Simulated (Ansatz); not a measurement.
Species: CH3Cl3OSi (charge 0, singlet). 
Geometry from a B3LYP-D3(BJ)/def2-TZVP (Ansatz, a quantum-chemistry and plane-wave program) optimisation:
SMILES: CO[Si](Cl)(Cl)Cl
```xyz
9

Si     0.0601    -0.0004    -0.1201
Cl     0.4112    -1.6088     1.0926
Cl     0.2676     1.6913     1.0094
Cl     1.3946     0.0191    -1.6469
O     -1.4129    -0.0808    -0.7666
C     -2.6470    -0.1164    -0.0485
H     -3.4465    -0.1697    -0.7840
H     -2.6895    -0.9946     0.5982
H     -2.7670     0.7862     0.5533
```

Property: vertical ionisation energy (to the doublet state of charge +1; each state is the SCF solution reached for its spin), in eV. Correlated levels leave the core frozen unless marked. UHF or UKS for open shells. Spin-orbit coupling is left out. Non-relativistic. CBS marks a two-point X^-3 extrapolation of the correlation energy; Hartree-Fock from the larger set. [CCSD(T)-MP2]/basis is that difference in the basis named.

Level to compare with: RI-MP2/CBS(aug-cc-pV(T+d)Z,aug-cc-pV(Q+d)Z)+[CCSD(T)-MP2]/aug-cc-pV(T+d)Z (Ansatz), 11.72 eV. It is a level with limits of its own, and the differences hold the functionals' basis error too.

**Question.** Rank these functionals by how close they come to RI-MP2/CBS(aug-cc-pV(T+d)Z,aug-cc-pV(Q+d)Z)+[CCSD(T)-MP2]/aug-cc-pV(T+d)Z, closest first: wB97M-V/def2-TZVPD (Ansatz); SVWN5/def2-TZVPD (Ansatz); B3LYP/def2-TZVPD (Ansatz); r2SCAN/def2-TZVPD (Ansatz).

**Answer.** wB97M-V/def2-TZVPD (range-separated hybrid meta-GGA with VV10, 11.42 eV, difference -0.30), B3LYP/def2-TZVPD (global hybrid, 10.94 eV, difference -0.78), r2SCAN/def2-TZVPD (meta-GGA, 10.67 eV, difference -1.05), SVWN5/def2-TZVPD (LDA, 10.55 eV, difference -1.17)
